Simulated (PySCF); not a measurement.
O3Te, SMILES [O-][Te+2](=O)[O-]. Atoms are numbered in the order given.

```xyz
4

Te     0.0000     0.0000     0.0000
O      1.8388     0.0000     0.0000
O     -0.9194     1.5925     0.0000
O     -0.9194    -1.5925     0.0000
```

Geometry optimised at PBE-D3(BJ)/def2-SVP. The def2 effective core potentials stand for the cores of Te; spin–orbit coupling is left out.

All values below come from TDA-B3LYP/def2-SVPD (PySCF).

Vertical excitations; the highest root listed may be one member of a degenerate set.  State labels are in the subgroup C2v.

### Question
Estimate the UV-visible absorptions. (An estimate is asked for; the answer gives what the named calculation found.)

### Answer

```json
[
 {"state": "S1", "symmetry": "B1", "energy (eV)": "2.73", "λ (nm)": "454", "f": "0.000", "main pairs": "HOMO→LUMO 99 %"},
 {"state": "S2", "symmetry": "A2", "energy (eV)": "3.04", "λ (nm)": "408", "f": "0.000", "main pairs": "HOMO−1→LUMO (degenerate set)"},
 {"state": "S3", "symmetry": "B2", "energy (eV)": "3.04", "λ (nm)": "408", "f": "0.000", "main pairs": "HOMO−2→LUMO (degenerate set)"},
 {"state": "S4", "symmetry": "A2", "energy (eV)": "3.34", "λ (nm)": "371", "f": "0.000", "main pairs": "HOMO→LUMO+1 100 %"},
 {"state": "S5", "symmetry": "A1", "energy (eV)": "3.37", "λ (nm)": "367", "f": "0.009", "main pairs": "HOMO−4→LUMO, HOMO−2→LUMO+1 (degenerate set)"},
 {"state": "S6", "symmetry": "B1", "energy (eV)": "3.37", "λ (nm)": "367", "f": "0.009", "main pairs": "HOMO−3→LUMO, HOMO−1→LUMO+1 (degenerate set)"},
 {"state": "S7", "symmetry": "A2", "energy (eV)": "3.84", "λ (nm)": "323", "f": "0.000", "main pairs": "HOMO−3→LUMO+1 (degenerate set)"},
 {"state": "S8", "symmetry": "B2", "energy (eV)": "3.84", "λ (nm)": "323", "f": "0.000", "main pairs": "HOMO−4→LUMO+1 (degenerate set)"},
 {"state": "S9", "symmetry": "B1", "energy (eV)": "4.74", "λ (nm)": "262", "f": "0.033", "main pairs": "HOMO−1→LUMO+1, HOMO−6→LUMO (degenerate set)"},
 {"state": "S10", "symmetry": "A1", "energy (eV)": "4.74", "λ (nm)": "262", "f": "0.033", "main pairs": "HOMO−2→LUMO+1, HOMO−7→LUMO (degenerate set)"},
 {"state": "T1", "symmetry": "B1", "energy (eV)": "2.12", "λ (nm)": "584", "f": "0", "main pairs": "HOMO→LUMO 98 %"},
 {"state": "T2", "symmetry": "A2", "energy (eV)": "2.47", "λ (nm)": "503", "f": "0", "main pairs": "HOMO−1→LUMO (degenerate set)"},
 {"state": "T3", "symmetry": "B2", "energy (eV)": "2.47", "λ (nm)": "503", "f": "0", "main pairs": "HOMO−2→LUMO (degenerate set)"},
 {"state": "T4", "symmetry": "A1", "energy (eV)": "2.54", "λ (nm)": "488", "f": "0", "main pairs": "HOMO−4→LUMO 94 %"}
]
```
Triplets are in the Tamm–Dancoff approximation.
